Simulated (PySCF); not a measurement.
C2HBN2O2. Atoms are numbered in the order given.

```xyz
8

B      0.0000     0.0000    -0.8089
H      0.0000     0.0000    -2.0125
N      0.0000     1.2243    -0.0873
C      0.0000     2.4132     0.1110
O      0.0000     3.5551     0.3717
N      0.0000    -1.2243    -0.0873
C      0.0000    -2.4132     0.1110
O      0.0000    -3.5551     0.3717
```
Charge 0, spin multiplicity 1.

Coordinates come from a TPSSh-D3(BJ)/def2-SVP optimisation. This is a generated structure with no PubChem entry under its InChIKey; it may be hypothetical. Other conformers were not sampled.

All values below come from PBE0/pcSseg-1 in PySCF.

GIAO shieldings, no solvent; atoms alike by connectivity are averaged. δ = σ(ref) − σ: ¹¹B against BF3 (σ = 88.8 ppm); ¹H against TMS (σ = 31.56 ppm); ¹⁵N against NH3 (σ = 267.4 ppm); ¹³C against TMS (σ = 186.3 ppm); ¹⁷O against H2O (σ = 334.2 ppm), references at their B3LYP-D3(BJ)/def2-TZVP geometries, non-relativistic.

```csv
nucleus,atoms,count,δ (ppm)
¹¹B,B1,1,12.2
¹H,H2,1,5.25
¹⁵N,"N3, N6",2,93.2
¹³C,"C4, C7",2,135.5
¹⁷O,"O5, O8",2,185.9
```
